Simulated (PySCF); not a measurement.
O2S2, SMILES O=[S][S]=O (connectivity only; charge and spin as stated), neutral, multiplicity 1. Atoms are numbered in the order given.

```xyz
4

O      0.0000    -1.5554    -0.9221
S      0.0000    -1.0132     0.4610
S      0.0000     1.0132     0.4610
O      0.0000     1.5554    -0.9221
```
Charge 0, spin multiplicity 1.

Geometry optimised at PBE0-D3(BJ)/def2-SVP. The values are those of a single conformer.

Two levels are set side by side: PBE/pcSseg-2 (PySCF) and HF/pcSseg-2 (PySCF). GIAO shifts against H2O (¹⁷O), H2S (³³S) at the same level; non-relativistic, no solvent, atoms listed together averaged. Differences are taken from unrounded values.

| quantity | HF |
|---|---|
| δ(¹⁷O) of O1, O4 (ppm) | 858.9 |
| δ(³³S) of S2, S3 (ppm) | 1867.1 |

What does PBE give, and how far is it from HF? (An estimate is asked for; the answer gives what the named calculation found.)


```csv
quantity,PBE,PBE minus HF
"δ(¹⁷O) of O1, O4 (ppm)",605.0,-253.9
"δ(³³S) of S2, S3 (ppm)",1218.5,-648.6
```

Rough cost on one machine, each run with all the roots and properties that it gave: HF against PBE within a factor of 2.
